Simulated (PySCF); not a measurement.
Breaking a bond: SiH, doublet.

- UKS-B3LYP/6-31G* = PySCF 2.14.0 with unrestricted B3LYP/6-31G*, spherical d
- UKS-M06-2X/6-31G* = PySCF with unrestricted M06-2X/6-31G*, spherical d
- UCCSD(T) = PySCF with CCSD(T) on UHF/cc-pVTZ, 5 core orbitals frozen

Energies relative to the lowest point of each curve near equilibrium, in kcal/mol:

| R / Å | UKS-B3LYP/6-31G* | UKS-M06-2X/6-31G* |
|---|---|---|
| 1.14 | 51.8 | 50.3 |
| 1.23 | 26.4 | 25.2 |
| 1.29 | 15.5 | 14.4 |
| 1.39 | 4.7 | 4.0 |
| 1.48 | 0.6 | 0.4 |
| 1.53 | 0.0 | 0.0 |
| 1.59 | 0.4 | 0.7 |
| 1.61 | 0.7 | 1.1 |
| 1.69 | 3.1 | 3.8 |
| 1.80 | 7.9 | 9.2 |
| 1.92 | 14.4 | 16.3 |
| 2.09 | 24.6 | 27.1 |

Q: Estimate the UCCSD(T) values at these points.

A: 1.14: 49.1; 1.23: 24.7; 1.29: 14.2; 1.39: 4.1; 1.48: 0.4; 1.53: 0.0; 1.59: 0.6; 1.61: 1.0; 1.69: 3.5; 1.80: 8.5; 1.92: 15.2; 2.09: 25.3 (kcal/mol).

The scan ran from 1.14 to 6.11 Å; beyond the distances shown one of the unrestricted levels run for this scan, shown here or not, changes its spin distribution in one step. The unrestricted determinant behind UCCSD(T) is spin-contaminated at 1.14 to 1.29 Å (<S²> up to 0.9, against 0.75 for a pure doublet).
